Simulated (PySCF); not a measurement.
# A survey of $^{17}$O NMR shifts

Computational details: structure optimised with GFN2-xTB, GIAO PBE0/pcSseg-1 shieldings, in PySCF 2.14 (no relativistic terms, isolated molecule, one conformer, equivalent nuclei averaged).

Shieldings were converted by a linear fit to measured shifts: $^{17}$O: δ = 266.70 − 0.911σ (rms 10.7 ppm, 155 shifts, 12.2 ppm with the 3 outliers that the fit left out vs liquid water, solution or neat liquid). Occasional misses reach two or three times the rms, and more in compound classes unlike the fitted ones.

Q: Give the $^{17}$O shifts of `COCS[SiH2]S[SiH3]`, `CS[SiH2]OCS[SiH3]`, `CC(=O)P1(=O)CCC1`, `C=CP(C)C(=O)OC`, `C#CC[P@@](C)(=O)CO`, `C#Cc1cccc(C(=O)OC)c1`, `C#Cc1cccc2c1OCCO2`.

A: 
```json
{"compound": "COCS[SiH2]S[SiH3]", "environment": "ether oxygen", "δ (ppm)": "2.1"}
{"compound": "CS[SiH2]OCS[SiH3]", "environment": "oxygen bonded to C, Si", "δ (ppm)": "5.1"}
{"compound": "[CH3:1][C:2](=[O:3])[P:4]1(=[O:5])[CH2:6][CH2:7][CH2:8]1", "environment": "O3: carbonyl oxygen", "δ (ppm)": "614.7"}
{"compound": "[CH3:1][C:2](=[O:3])[P:4]1(=[O:5])[CH2:6][CH2:7][CH2:8]1", "environment": "O5: P=O oxygen", "δ (ppm)": "97.0"}
{"compound": "[CH2:1]=[CH:2][P:3]([CH3:4])[C:5](=[O:6])[O:7][CH3:8]", "environment": "O6: ester carbonyl oxygen", "δ (ppm)": "379.7"}
{"compound": "[CH2:1]=[CH:2][P:3]([CH3:4])[C:5](=[O:6])[O:7][CH3:8]", "environment": "O7: ester alkoxy oxygen", "δ (ppm)": "139.9"}
{"compound": "[CH:1]#[C:2][CH2:3][P@@:4]([CH3:5])(=[O:6])[CH2:7][OH:8]", "environment": "O6: P=O oxygen", "δ (ppm)": "44.7"}
{"compound": "[CH:1]#[C:2][CH2:3][P@@:4]([CH3:5])(=[O:6])[CH2:7][OH:8]", "environment": "O8: alcohol oxygen", "δ (ppm)": "-43.3"}
{"compound": "[CH:1]#[C:2][c:3]1[cH:4][cH:5][cH:6][c:7]([C:8](=[O:9])[O:10][CH3:11])[cH:12]1", "environment": "O9: ester carbonyl oxygen", "δ (ppm)": "342.3"}
{"compound": "[CH:1]#[C:2][c:3]1[cH:4][cH:5][cH:6][c:7]([C:8](=[O:9])[O:10][CH3:11])[cH:12]1", "environment": "O10: ester alkoxy oxygen", "δ (ppm)": "124.3"}
{"compound": "[CH:1]#[C:2][c:3]1[cH:4][cH:5][cH:6][c:7]2[c:8]1[O:9][CH2:10][CH2:11][O:12]2", "environment": "O9: ether oxygen", "δ (ppm)": "60.4"}
{"compound": "[CH:1]#[C:2][c:3]1[cH:4][cH:5][cH:6][c:7]2[c:8]1[O:9][CH2:10][CH2:11][O:12]2", "environment": "O12: ether oxygen", "δ (ppm)": "55.1"}
```
